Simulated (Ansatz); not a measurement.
```yaml
crystal:
  periodic: [false, false, false]
  atoms:
    - {symbol: O, position_ang: [0.292697, 1.845405, -2.911909]}
    - {symbol: C, position_ang: [0.438458, 1.293190, -1.619755]}
    - {symbol: C, position_ang: [-0.065296, -0.135088, -1.529834]}
    - {symbol: C, position_ang: [0.199797, -0.801380, -0.186348]}
    - {symbol: C, position_ang: [-0.591601, -0.218724, 0.975109]}
    - {symbol: C, position_ang: [-0.314975, -0.917320, 2.293072]}
    - {symbol: O, position_ang: [1.033332, -0.815367, 2.705189]}
    - {symbol: H, position_ang: [-0.639737, 1.827954, -3.142059]}
    - {symbol: H, position_ang: [1.510884, 1.319883, -1.405894]}
    - {symbol: H, position_ang: [-0.055764, 1.928396, -0.871961]}
    - {symbol: H, position_ang: [0.416774, -0.708822, -2.327376]}
    - {symbol: H, position_ang: [-1.143428, -0.150639, -1.741705]}
    - {symbol: H, position_ang: [1.268500, -0.750637, 0.045838]}
    - {symbol: H, position_ang: [-0.038341, -1.867807, -0.266309]}
    - {symbol: H, position_ang: [-1.666221, -0.288923, 0.764866]}
    - {symbol: H, position_ang: [-0.375676, 0.850505, 1.092907]}
    - {symbol: H, position_ang: [-0.990158, -0.533293, 3.070021]}
    - {symbol: H, position_ang: [-0.509849, -1.989293, 2.195630]}
    - {symbol: H, position_ang: [1.230590, 0.111989, 2.860528]}
basis:
  gaussian: {orbitals: aug-cc-pVDZ}
total_charge: 1
magnetization: {spin_polarized: true, initial_magnetization: 1}
hamiltonian: {xc: {name: revPBE0}}
scf: {lower_state_search: full}
output: {forces: true}
```

```sh
$ ansatz run in.yaml --threads 2 --pin off --events-out ev --progress --plain --max-ram 31744MiB --backend cpu
```

Output, abridged:

```
Functional definition: revPBE0
2306 factors; their error is unknown
mean field evaluation 1: about -9441.6718 eV, gradient 6.5e1 eV
mean field evaluation 2: about -9381.8862 eV, gradient 1.1e2 eV
mean field evaluation 4: about -9461.2351 eV, gradient 1.0e1 eV
mean field evaluation 8: about -9461.2352 eV, gradient 1.0e1 eV
mean field evaluation 16: about -9462.4015 eV, gradient 2.3e-3 eV
mean field evaluation 96: about -9462.4015 eV, gradient 1.6e-4 eV
mean field -9462.40147207 eV, -347.7368402526 hartree, gradient 2.5e-5 eV, S^2 0.755047; 7 other end points of the search recorded, 0 dependent functions left out
reference -9462.40154599 eV, -347.7368429689 hartree; 29, 28 occupied and 240, 241 virtual orbitals, 2306 factors
Total energy: -9462.40154599 eV, -347.7368429689 hartree
Atom 0 at     0.292697     1.845405    -2.911909 Å, force     0.349440    -0.551192     0.823503 eV/Å
Atom 1 at     0.438458     1.293190    -1.619755 Å, force     1.140873     0.876878    -0.131879 eV/Å
Atom 2 at    -0.065296    -0.135088    -1.529834 Å, force    -1.069167    -0.940482    -0.656891 eV/Å
Atom 3 at     0.199797    -0.801380    -0.186348 Å, force     0.357471     0.364104     0.715659 eV/Å
Atom 4 at    -0.591601    -0.218724     0.975109 Å, force    -0.220297     0.875767    -1.139894 eV/Å
Atom 5 at    -0.314975    -0.917320     2.293072 Å, force     0.671561    -1.164962     0.643524 eV/Å
Atom 6 at     1.033332    -0.815367     2.705189 Å, force    -0.681051    -0.231264    -0.279711 eV/Å
Atom 7 at    -0.639737     1.827954    -3.142059 Å, force    -0.566488     0.127634    -0.301021 eV/Å
Atom 8 at     1.510884     1.319883    -1.405894 Å, force     0.140350     0.106033    -0.072616 eV/Å
Atom 9 at    -0.055764     1.928396    -0.871961 Å, force    -0.430358     0.187328     0.092131 eV/Å
Atom 10 at     0.416774    -0.708822    -2.327376 Å, force     0.070660    -0.134986    -0.078987 eV/Å
Atom 11 at    -1.143428    -0.150639    -1.741705 Å, force    -0.115700     0.041543    -0.054444 eV/Å
Atom 12 at     1.268500    -0.750637     0.045838 Å, force     0.233602    -0.101419     0.082216 eV/Å
Atom 13 at    -0.038341    -1.867807    -0.266309 Å, force     0.006492    -0.242232    -0.355972 eV/Å
Atom 14 at    -1.666221    -0.288923     0.764866 Å, force    -0.126186    -0.075641     0.132753 eV/Å
Atom 15 at    -0.375676     0.850505     1.092907 Å, force     0.043480     0.165091     0.185583 eV/Å
Atom 16 at    -0.990158    -0.533293     3.070021 Å, force    -0.086841     0.381999     0.129324 eV/Å
Atom 17 at    -0.509849    -1.989293     2.195630 Å, force     0.046364    -0.133720     0.020143 eV/Å
Atom 18 at     1.230590     0.111989     2.860528 Å, force     0.235794     0.449519     0.246579 eV/Å
Dipole moment:    -0.400870     0.288988     0.096544 e Å
```

Hardware: 2 threads of an AMD EPYC 7R13 on a shared host. Wall time 83 s, peak host memory 1.7 GiB.
